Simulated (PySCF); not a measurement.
FOS, SMILES O=[S]F, multiplicity 2. The structure is a stationary point at PBE-D3(BJ)/def2-TZVP. The isomer is the one that the SMILES or the coordinates give; other isomers of the formula were not compared.

Level of theory: PySCF with PBE-D3(BJ)/def2-TZVP.

Harmonic wavenumbers (cm⁻¹): 369, 711, 1181. Rotational constants (GHz): 37.60, 8.896, 7.194; symmetry number 1.

Question: Work out the zero-point energy and the ideal-gas rigid-rotor harmonic-oscillator thermochemistry at 298.15 K and 1 atm.

Answer: ZPE = ½ Σ hcν = ½ × 2260 cm⁻¹ = 3.23 kcal/mol. H − E(el) = 5.89 kcal/mol. Entropy in cal/(mol K): translation 38.53, rotation 22.42, vibration 1.42, spin 1.38, total 63.74. G − E(el) = -13.11 kcal/mol. Cp = 10.51 cal/(mol K).
